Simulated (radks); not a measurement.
Results of a calculation; reference values are marked as such.
The sulfur ion S4+, 12 electrons, occupied as [Ne] 3s2. Level of theory: non-relativistic Kohn-Sham, SOGGA, spin-polarised, spherical densities, point nucleus (a radial shooting solver on a logarithmic mesh with Libxc functionals).

Unscreened Slater integrals over Kohn-Sham orbitals (cm^-1). They are taken over the spin-up orbitals.

F0(3s,3s): 134070
F0(3s,2p): 176760
G1(3s,2p): 14765
F0(3s,2s): 174920
G0(3s,2s): 11762
F0(2p,2p): 457210
F2(2p,2p): 211830
F0(2p,2s): 431620
G1(2p,2s): 255460
F0(2s,2s): 414720
